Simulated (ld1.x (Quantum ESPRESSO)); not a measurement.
**What one change does to a pseudopotential (P, TM)**

| Quantity | Value |
| --- | --- |
| Element | P |
| Generator | ld1.x (Quantum ESPRESSO) 7.5 |
| Type | norm-conserving Troullier–Martins (Kleinman–Bylander form) |
| Functional | PBEsol |
| Relativity | non-relativistic |
| Frozen core | [Ne] |
| Valence charge | 5 |
| Reference configuration | 3s1.75 3p3.25 |
| Partial waves | 3s (bound): rc 1.30 bohr; 3p (bound): rc 1.70 bohr; 3d channel at 0.15 Ry: rc 1.65 bohr |
| Local potential | all-electron potential smoothed inside 1.30 bohr (lloc = -1) |
| Core correction | none |

Change: core correction a·sin(br)/r model core inside 1.24 bohr.

Cutoffs: the cutoffs (Ry, on a coarse ladder) from which the occupation-weighted sum of valence levels, in a spherical-Bessel basis at the reference potential, stays within 10 and 1 mRy of its value at 400 Ry; they do not see the model core or the augmentation charge, which bear on the density cutoff. Errors are all-electron minus pseudo energies relative to the spin-unpolarised reference configuration.

Predict the effect on cutoff, ghosts and configuration errors.

The potential gets neither clearly harder nor softer (35 Ry and 80 Ry → 35 Ry and 80 Ry); of the 7 tests that both files solve, the error grows in 0 and shrinks in 5 by more than 15 % and 0.3 meV (median size 8.1 → 4.0 meV); neither file shows a bound ghost. Exchange and correlation are not linear in the density, so unscreening with the valence charge alone errs where core and valence overlap; a model core restores that term. A model core, the more so a compact one, raises the density cutoff, which this test does not measure.

```tsv
quantity	base	changed
cutoff, loose	35 Ry	35 Ry
cutoff, tight	80 Ry	80 Ry
bound ghosts	none	none
error for 3s2 3p3, meV [ΔE -2.09 eV]	+0.2	-0.1
error for 3s2 3p2, meV [ΔE 7.62 eV]	+4.7	+3.5
error for 3s2 3p1, meV [ΔE 26.74 eV]	+34	+26
error for 3s1 3p3, meV [ΔE 16.62 eV]	+8.1	+4.0
error for 3s0 3p5, meV [ΔE 14.88 eV]	+12	-7.1
error for 3s2 3p3.3, meV [ΔE -3.39 eV]	+0.4	+0.2
error for 3s1 3p0, meV [ΔE 108.25 eV]	+295	+155
s: phases at 1.84 bohr within 0.05 rad from the reference energy up to (Ry; the scan ends near 5)	1.9	1.9
p: phases at 1.84 bohr within 0.05 rad from the reference energy up to (Ry; the scan ends near 5)	4.3	4.3
d: phases at 1.84 bohr within 0.05 rad from the reference energy up to (Ry; the scan ends near 5)	to the end of the scan	to the end of the scan
```
